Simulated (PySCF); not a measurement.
# Orbital picture of AsO⁺

PBE0 at R = 1.558 Å; As cc-pVTZ-PP with ECP10, O cc-pVTZ; scalar-relativistic core potentials (PySCF 2.14). State: ¹Σ⁺ (singlet), closed shell. Only the outer orbitals are listed, counted within each symmetry, core potentials removing the inner ones.

| orbital | occ. | ε (eV) | on As (%) | main shells (%) |
| --- | --- | --- | --- | --- |
| 5σ | 2 | -36.15 | 22 | 73 O s, 13 As s |
| 6σ | 2 | -24.11 | 72 | 68 As s, 15 O s, 13 O p |
| 7σ | 2 | -18.45 | 42 | 53 O p, 28 As p, 13 As s |
| 3π | 2 | -18.44 | 29 | 71 O p, 25 As p |
| 3π | 2 | -18.44 | 29 | 71 O p, 25 As p |
| 4π | 0 | -10.94 | 79 | 75 As p, 21 O p |
| 4π | 0 | -10.94 | 79 | 75 As p, 21 O p |
| 8σ | 0 | -6.17 | 95 | 66 As p, 22 As d, 8 O p |

Problem. Which are the highest filled and the lowest empty level, where do they sit, and how wide is the gap?

Solution. Highest filled 3π at -18.44 eV (in %: 71 O p, 25 As p); lowest empty 4π at -10.94 eV (in %: 75 As p, 21 O p); the gap at PBE0 is 7.50 eV.

```json
{
 "bond order (Mayer)": "2.53",
 "⟨S²⟩": "0.000",
 "charge on As (Mulliken, basis-dependent)": "1.16",
 "charge on As (Löwdin, basis-dependent)": "1.11",
 "dipole moment (positive dipole points towards O; it is taken about the centre of mass and depends on that origin)": "-2.85 D",
 "polarisability along the bond": "25.3 bohr³",
 "polarisability across the bond": "15.4 bohr³"
}
```
